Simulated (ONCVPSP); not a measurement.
# Pseudopotential generation for Ge: ONCV, LDA (Perdew-Zunger), scalar-relativistic.

germanium (Ge), optimised norm-conserving Vanderbilt (ONCV), made with ONCVPSP 4.0.1 (LDA (Perdew-Zunger), scalar-relativistic). Core [Ne], reference 3s2 3p6 3d10 4s2 4p1 (charge +1). Waves: 3s+4s: rc 1.05 bohr, ncon 4, nbas 8, qcut 11.4 1/bohr, 3 projectors, debl 3.2 Ha; 3p+4p: rc 1.10 bohr, ncon 5, nbas 9, qcut 11.6 1/bohr, 2 projectors; 3d: rc 1.05 bohr, ncon 5, nbas 10, qcut 13.1 1/bohr, 2 projectors, debl 2.7 Ha. Local part: polynomial inside 0.95 bohr (lpopt 3, dvloc0 6 Ha). Core correction: Teter function, fcfact 5.75, rcfact 1.15.

Calculated quality:

```
Cutoffs needed             : 85 Ha and 305 Ha (the cutoffs (Ha) at which the residual kinetic energy of the hardest occupied pseudo-wave falls to 1 and 0.1 mHa per electron)
Ghost test                 : no bound ghost flagged; no localised positive-energy state flagged
Largest excitation error   : +84 meV (all-electron minus pseudo) for 3s2 3p6 3d9 4s2 4p3, out of 4 test configurations
rms error of d²Exc/dni dnj : 2.44 mHa without and 1.19 mHa with the model core
```

Generation and tests took about 4.6 s on one core of a shared server CPU.
